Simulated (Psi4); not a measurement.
trimethyl amine (C3H9N), singlet, geometry from GFN2-xTB. Base run: PBE0/3-21G (Psi4).

Here is a job for Psi4.
```
memory 2 GB

molecule mol {
0 1
N    -0.002618    0.000139    0.374017
C    -0.001522    1.379708   -0.063000
C     1.196270   -0.688189   -0.053850
C    -1.193436   -0.691589   -0.070576
H     0.006020    1.479589   -1.160829
H     0.879371    1.880142    0.336681
H    -0.889343    1.877626    0.324302
H     1.290874   -0.738616   -1.151014
H     1.184940   -1.703467    0.340147
H     2.067122   -0.170420    0.345754
H    -1.272530   -0.742262   -1.168955
H    -2.071266   -0.176308    0.316790
H    -1.184734   -1.706838    0.323562
}

set {
  basis 3-21g
  reference rks
}

energy('pbe0')
print_variables()
```

Each row names what was changed in the base input (with any setting that the change needs).

| change | ΔE vs base (mEh) | SCF cycles | grid points | basis functions |
|---|---|---|---|---|
| base | 0.000 | 7 | 275477 | 54 |
| damping_percentage = 20 | 0.001 | 16 | 275477 | 54 |
| dft_radial_points = 150 | 0.000 | 7 | 545807 | 54 |
| dft_nuclear_scheme = stratmann | 0.001 | 7 | 254047 | 54 |
| dft_spherical_points = 434 | 0.009 | 7 | 395693 | 54 |
| level_shift = 0.3 | 0.000 | 7 | 275477 | 54 |
| guess = huckel | 0.000 | 8 | 275477 | 54 |
| basis_guess = true | 0.000 | 1 | 275477 | 54 |
| scf_type = direct | 0.094 | 9 | 275477 | 54 |
| df_basis_scf = def2-universal-jkfit | 0.000 | 7 | 275477 | 54 |
| puream = false | 0.000 | 7 | 275477 | 54 |
| guess = core | 0.000 | 10 | 275477 | 54 |
| dft_radial_scheme = becke | 0.000 | 7 | 242693 | 54 |
